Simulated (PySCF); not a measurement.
A run for PySCF: R-HF/3-21G on C2H3N (SMILES CC#N).

```python
from pyscf import gto, scf, dft, mp
from pyscf.data.elements import chemcore

mol = gto.M(
    atom='''
    C     0.55616135   -1.07703585    3.90303129
    C     0.23253729   -0.63531213    2.56219709
    N    -0.02277892   -0.28667526    1.50416376
    H     1.44152401   -1.71341564    3.88126137
    H     0.75405391   -0.21486549    4.54085721
    H    -0.27787297   -1.64296016    4.31948717
    ''',
    basis='3-21g',
    charge=0, spin=0, verbose=3, max_memory=1800)
mf = scf.RHF(mol)
mf.conv_tol = 1e-8
mf.max_cycle = 100
mf.kernel()
if not mf.converged:
    mf = mf.newton().run(mf.mo_coeff, mf.mo_occ)
```

### Question
Give the final energy of this run.

### Answer
-131.1916 hartree.
